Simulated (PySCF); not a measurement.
## Basis-set dependence of InC at CCSD

PySCF, UHF reference; quartet, unpaired electrons σ ↑, π ↑↑; De to In + C without counterpoise correction. Frozen cores follow the default of each basis and core potential.

| basis | relativity | functions | Re (Å) | ωe (cm⁻¹) | De (eV) | frozen orbitals |
| --- | --- | --- | --- | --- | --- | --- |
| x2c-SVPall | spin-free X2C | 50 | 2.217 | 492 | 2.50 | 19 |
| def2-SVPD | scalar-relativistic core potentials | 52 | 2.245 | 467 | 2.56 | 5 |
| aug-cc-pVDZ-PP/aug-cc-pVDZ | scalar-relativistic core potentials | 55 | 2.250 | 458 | 2.53 | 5 |
| x2c-TZVPPall | spin-free X2C | 91 | 2.204 | 488 | 2.63 | 19 |

Question: How does each smaller set differ from the one with most functions, x2c-TZVPPall?

Answer: x2c-SVPall: +1.3 pm, +0.8 % in ωe, -0.13 eV in De; def2-SVPD: +4.1 pm, -4.3 % in ωe, -0.07 eV in De; aug-cc-pVDZ-PP/aug-cc-pVDZ: +4.6 pm, -6.1 % in ωe, -0.10 eV in De. All at CCSD; the set with most functions is neither the basis-set limit nor always the best. The rows treat relativity differently, so the differences are not basis effects alone.

Correlated steps freeze the inner cores (5 to 19 orbitals); shallow outer-core shells are correlated. Correlated levels converge slowly with the basis: in double zeta they bind strong bonds too weakly, by up to about 1 eV, and carry superposition errors of some tenths. Spin–orbit coupling is left out, which matters for elements this heavy, above all for dissociation energies. The state was picked by a PBE0 search and need not be the measured ground state.
